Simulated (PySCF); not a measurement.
**Spinor energies of Mn⁴⁺ (manganese, charge +4)**

Start: [Ar] 3d3; 3d3/2 filled at m_j = -1/2, +1/2, +3/2. Calculated with PySCF 2.14 in x2c-TZVPPall-2c (6s7p4d2f1g, 70 functions): generalised Hartree-Fock with the X2C-1e Hamiltonian and a Gaussian nucleus; one run each with spin-orbit coupling (SO) switched off, then screened by Boettger's factors.

```csv
spinor shell,electrons,"ε, spin-free (eV)","ε, screened SO (eV)",weight of nominal j (screened SO),"rms radius, screened SO (bohr)"
1s1/2,2,-6658.6,-6658.5,1.000,0.0703
2s1/2,2,-864.96,-864.92,1.000,0.302
2p1/2,2,-738.44,-746.24,0.980,0.271
3s1/2,2,-163.00,-162.98,1.000,0.893
3p1/2,2,-124.17,-126.52,0.653,0.940
3p3/2,4,-124.17,-123.00,0.827,0.946
3d3/2,3,-73.675,-73.697,0.617,1.05
```

Task: Where does 2p3/2 lie, and what is the 2p spin-orbit splitting (screened SO)?

Result: At -734.57 eV, 11.679 eV above 2p1/2.

```csv
quantity,spin-free,screened SO
E (hartree),-1153.56064,-1153.57917
M_J,3/2,3/2
⟨J²⟩,6.755,6.635
⟨L²⟩,12.004,12.000
⟨S²⟩,3.751,3.749
```

The determinant has a definite M_J but mixes levels of different J.

Each row is a mean over spinors that exchange with the open shell spreads, by up to 12.284 eV (3p1/2).

Rows whose weight is well below 1 are mixtures of j = l ± 1/2: exchange outweighs spin-orbit coupling there, and the label is only the starting occupation.

Without spin-orbit coupling the j labels of p, d and f shells carry no meaning; the spin-free column gives the mean over the occupied spinors of each nl shell, and its ⟨J²⟩ belongs to a mixture of degenerate components.
